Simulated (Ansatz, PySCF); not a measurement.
BeF2, triplet, geometry from GFN2-xTB (such geometries of metal compounds can be far from the true shape) (a higher spin typed on purpose: for a closed-shell molecule this is an excited state). Base run: WB97X-V/def2-SVPD (PySCF).

Geometry (Å):
```xyz
3

Be    -0.3393     0.4116    -0.7855
F      1.0358    -0.1088    -0.2494
F     -0.8850    -0.0741     0.5985
```
Charge 0, spin multiplicity 3.
Orbitals are unrestricted.
All else is at PySCF's defaults.

The same geometry, method and basis name were run in Ansatz (a first-principles code) and PySCF, at each program's defaults and at the settings that a row names. The base is PySCF at its defaults. Differences at the defaults can come from grids, fitting, cores and function types together.

| code and settings | ΔE vs base (µEh) | basis functions | E (Eh) | SCF cycles | dipole (D) |
|---|---|---|---|---|---|
| PySCF, defaults (exact integrals, its default grid, spherical functions) | 0.0 | 58 | -214.10906 | 12 | 0.09 |
| Ansatz, defaults (factorised integrals, its default grid, spherical functions) | 53.9 | 58 | -214.10901 | - | - |
| PySCF, density fitting with def2-universal-jkfit | 2.2 | 58 | -214.10906 | 12 | 0.09 |
| PySCF, fine grid | 50.6 | 58 | -214.10901 | 12 | 0.09 |
| Ansatz, high accuracy | 48.4 | 58 | -214.10902 | - | - |

Open shells are given as the SCF converged; they aren't shown to be the lowest states, and a large step between rows can be another state.
